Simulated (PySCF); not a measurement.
Delta-SCF ions had no search for a lower state. Excitations are Tamm–Dancoff values on a coarser integration grid. The basis has no diffuse functions, so Rydberg states are missing or too high.

F₄Sn, SMILES `[F][Sn]([F])([F])[F]` (charge 0, multiplicity 1)

Method: PBE0-D4/def2-TZVP // PBE0-D4/def2-SVP in PySCF.

```json
{
 "HOMO": "-12.39 eV",
 "dipole_moment": "0.00 D",
 "HOMO–LUMO gap": "8.45 eV",
 "LUMO": "-3.94 eV",
 "S1 excitation (TDA)": "6.59 eV",
 "S1 oscillator strength": "0.000",
 "vertical ionisation energy (Delta-SCF)": "14.75 eV",
 "total_energy": "-613.5975 Ha",
 "cost": "very roughly 110 core-seconds"
}
```

```xyz
5

F     -1.0937    -1.4012    -0.6779
Sn     0.0000     0.0000     0.0000
F     -1.0623     1.5524     0.2840
F      0.7802    -0.5447     1.6473
F      1.3758     0.3935    -1.2535
```
